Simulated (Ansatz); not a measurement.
Total energies of Cu(PF3)H (CuPHF₃) from Ansatz at r2SCAN-D4/def2-TZVPD, gas phase (1 Eh = 27.2114 eV = 2625.5 kJ/mol). The reference geometry is relaxed at PBE0-D4/def2-SVP.

```tsv
state	geometry	energy (Eh)
charge 0 singlet	reference	-2282.11725
charge -1 doublet	reference	-2282.12814
free Cu atom (doublet)	–	-1640.46810
free P atom (quartet)	–	-341.23802
free F atom (doublet)	–	-99.72844
free H atom (doublet)	–	-0.49993
```

(1) Work out the vertical electron affinity, to the doublet.

(2) What is the binding energy per atom against free atoms?

(1) E(charge 0 singlet) − E(charge -1 doublet) = -2282.11725 − (-2282.12814) = 0.01089 Eh = 0.30 eV.

(2) Atoms: 1 × (-1640.46810) + 1 × (-341.23802) + 3 × (-99.72844) + 1 × (-0.49993) = -2281.39137 Eh. Binding: -2281.39137 − (-2282.11725) = 0.72588 Eh = 19.75 eV, or 3.29 eV for each of 6 atoms (no zero-point energy, no counterpoise term).

At r2SCAN-D4/def2-TZVPD the highest occupied level of the charge -1 doublet lies above zero (up to 1.91 eV). By energy differences its removal costs 0.30 eV (vertical, to the charge 0 singlet, at r2SCAN-D4/def2-TZVPD); a positive level beside a positive removal energy at the same level points to self-interaction error.
